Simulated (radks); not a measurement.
Valence configurations of Er II (all share [Xe]). Calculated with a radial shooting solver on a logarithmic mesh with Libxc functionals: Dirac Kohn-Sham, PBEsol, spin-unpolarised, spherical densities, point nucleus; open shells fill j = l - 1/2 first. Energies are relative to 4f12 6s1; eigenvalues in eV.

\begin{tabular}{lrrrrrr}
valence & E (eV) & e(4f5/2) & e(4f7/2) & e(5d3/2) & e(6p1/2) & e(6s1/2) \\ \hline
4f12 6s1 & 0.000 & -10.311 & -9.228 & - & - & -9.045 \\
4f11.5 5d0.5 6s1 & 1.732 & -13.297 & -12.180 & -7.586 & - & -9.437 \\
4f12 6p1 & 3.304 & -11.523 & -10.439 & - & -6.400 & - \\
4f11 6s1 6p1 & 7.298 & -20.043 & -18.890 & - & -7.439 & -11.331 \\
4f11 5d1 6s1 & 4.634 & -16.506 & -15.356 & -8.304 & - & -9.777 \\
4f12 6s0.5 6p0.5 & 1.652 & -10.921 & -9.837 & - & -6.086 & -9.390 \\
4f13 & 2.286 & -4.252 & -3.237 & - & - & - \\
4f11 5d1 6s0.5 6p0.5 & 6.431 & -17.093 & -15.942 & -8.755 & -6.504 & -10.106 \\
4f12.5 6s0.5 & 0.583 & -6.839 & -5.790 & - & - & -8.196 \\
4f12 5d1 & 2.348 & -8.630 & -7.548 & -5.741 & - & - \\
\end{tabular}

NIST lists [Xe] 4f12 6s1 as the ground configuration; this level of theory agrees among the configurations tried. The energies are those of spherical spin-averaged densities, not of single terms.
